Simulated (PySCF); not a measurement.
# Computed properties of C2H5FSi2, SMILES C#C[Si@@H](F)[SiH3]

C2H5FSi2, SMILES F[Si@@H]([SiH3])C#C. The structure is a stationary point at ωB97X-D3(BJ)/def2-SVP. The structure was generated by enumeration; whether it is a known compound was not checked. The values are those of a single conformer. All values are computed for the isolated molecule unless a solvent is named; none is compared with measurement here.

**Structure.** All 24 harmonic modes at ωB97X-D3(BJ)/def2-SVP (PySCF) are real, so it is a minimum. With heavy atoms numbered as in [CH:1]#[C:2][Si@@H:3]([F:4])[SiH3:5], the shortest bond between them is C1–C2 at 1.215 Å and the longest Si3–Si5 at 2.329 Å.

**Vibrations.** The strongest infrared lines (harmonic, unscaled, degenerate partners summed) lie at 791 cm⁻¹ (245 km/mol, H 82 %, Si 9 %, C 8 %), 889 cm⁻¹ (170 km/mol, H 55 %, Si 26 %, F 18 %), 2281 cm⁻¹ (137 km/mol, H 97 %). The softest mode is at 89 cm⁻¹ and the zero-point energy is 35.6 kcal/mol.

**Electronic structure.** r2SCAN/def2-TZVP (PySCF) places the frontier levels at -7.18 and -1.81 eV, a gap of 5.37 eV, and gives a dipole moment of 1.70 D and a mean polarisability of 75.8 bohr³. PBE/def2-TZVP (PySCF) at the same geometry gives -6.93 and -2.05 eV, so its gap is 0.49 eV narrower. An orbital gap is neither the optical nor the fundamental gap.

**Excitations.** TDDFT-CAM-B3LYP/def2-SVPD (PySCF) has S1 at 5.53 eV (224 nm, f = 0.004, weak); the most intense of the 10 singlets computed lies at 7.68 eV (f = 0.37). T1 (TDA) is at 4.80 eV. TDDFT-PBE/def2-SVPD (PySCF) puts S1 at 5.07 eV. No vertical singlet excitation falls in the visible range (under 3.1 eV).

**NMR.** GIAO shifts at HF/pcSseg-1 (PySCF) (non-relativistic, atoms alike by connectivity averaged): ¹³C from 84.1 to 115.9 ppm against TMS; ¹H from 3.5 to 5.2 ppm against TMS; ²⁹Si from -92.4 to -15.2 ppm against TMS; ¹⁹F at -174.2 ppm against CFCl3.

**Solvation.** SMD-M06-2X/def2-SVP (PySCF) gives 1.7 kcal/mol in water, -0.6 kcal/mol in dimethylsulfoxide, -1.7 kcal/mol in tetrahydrofuran (1 M in both phases, gas-phase geometry); of these solvents tetrahydrofuran holds the molecule best.
